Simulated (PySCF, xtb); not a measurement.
Ga2H4, SMILES [GaH2][GaH2].

xtb 6.7.1 with GFN2-xTB at its own geometry gives an orbital gap of 3.56 eV and a dipole moment of 0.00 D.

The structure is a stationary point at PBE0-D3(BJ)/def2-TZVP.

Q: What does B3LYP/def2-TZVPD (PySCF) give? (The exact figures need the calculation; the answer reports its results.)

A: gap 4.62 eV (levels -6.87 and -2.25 eV), dipole 0.00 D.
